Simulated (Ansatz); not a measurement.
```xyz
2

S     0.0000    0.0000   -1.0281
S     0.0000    0.0000    1.0281
```

Basis set: def2-TZVP (spherical functions). Left uncorrelated: 10 orbitals. Charge 0, multiplicity 3.

Computed with Ansatz (development build ahead of 0.2.0); each method stands on the lowest determinant of its kind that the runs found.

Question: Give the atomization energy at this shape (free ground-state atoms in the same class of orbitals less the molecule, no zero-point energy) of triplet S2 by UHF-MP2, UHF.

Answer:

```
 method  atomization energy
UHF-MP2             3.71 eV
    UHF             1.73 eV
```

Caution: the shape is not the minimum.
